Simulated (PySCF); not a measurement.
Species: C9H8.
SMILES: `C#CC1=CC=C/C1=C/C`

Computed with PySCF, TDDFT PBE0/def2-SVPD, vertical, gas phase, core orbitals frozen in the response. Isolated species at its GFN2-xTB geometry, gas phase.

**Question.** Predict the UV-vis stick spectrum at this level.

**Answer.** 

```json
{"state": "S1", "E (eV)": "3.09", "λ (nm)": "401.0", "f": "0.051", "|μ| (D)": "2.08", "main configurations (H = HOMO, L = LUMO)": "H→L (98%)"}
{"state": "S2", "E (eV)": "4.43", "λ (nm)": "280.0", "f": "0.0001", "|μ| (D)": "0.07", "main configurations (H = HOMO, L = LUMO)": "H-2→L (98%)"}
{"state": "S3", "E (eV)": "4.92", "λ (nm)": "251.7", "f": "0.291", "|μ| (D)": "3.94", "main configurations (H = HOMO, L = LUMO)": "H-1→L (85%), H→L+1 (11%)"}
{"state": "S4", "E (eV)": "5.58", "λ (nm)": "222.4", "f": "0.0001", "|μ| (D)": "0.07", "main configurations (H = HOMO, L = LUMO)": "H→L+3 (80%), H→L+2 (12%)"}
{"state": "S5", "E (eV)": "5.61", "λ (nm)": "221.1", "f": "0.023", "|μ| (D)": "1.04", "main configurations (H = HOMO, L = LUMO)": "H-3→L (95%)"}
{"state": "S6", "E (eV)": "5.98", "λ (nm)": "207.4", "f": "0.021", "|μ| (D)": "0.97", "main configurations (H = HOMO, L = LUMO)": "H→L+2 (76%), H→L+3 (12%)"}
```

Triplets, Tamm–Dancoff:

```
state  E (eV)  λ (nm)  main configurations (H = HOMO, L = LUMO)
   T1    1.99   622.6                                 H→L (96%)
   T2    2.92   424.7                               H-1→L (95%)
```

The lowest singlet comes at 401 nm (298 kJ/mol) in the visible; it is of moderate strength; its leading configuration is HOMO→LUMO (98%). The strongest level in the table is S3 at 4.92 eV (252 nm, f = 0.291). Löwdin shares by element: HOMO carbon 67% or more (atoms not listed hold the other 33%); LUMO carbon 60% or more (atoms not listed hold the other 40%). The oscillator strengths of these states sum to 0.386; summed over the whole spectrum of an exact calculation they would give the number of electrons, 62 (Thomas–Reiche–Kuhn). Orbital energies (eV): HOMO-3 -8.70, HOMO-2 -7.78, HOMO-1 -7.38, HOMO -6.06, LUMO -2.09, LUMO+1 0.75, LUMO+2 0.84. The listed states span 2.88 eV, and the widest gap between neighbours is 1.34 eV (S1 to S2). S1 lies in the visible range (380 to 750 nm), at 401 nm, f = 0.051; light of that wavelength is violet, and its complementary colour is yellow-green; a Tamm–Dancoff triplet lies at 623 nm, without intensity as long as spin–orbit coupling is left out. Only the lowest 6 singlets were computed, as vertical energies without vibronic structure.
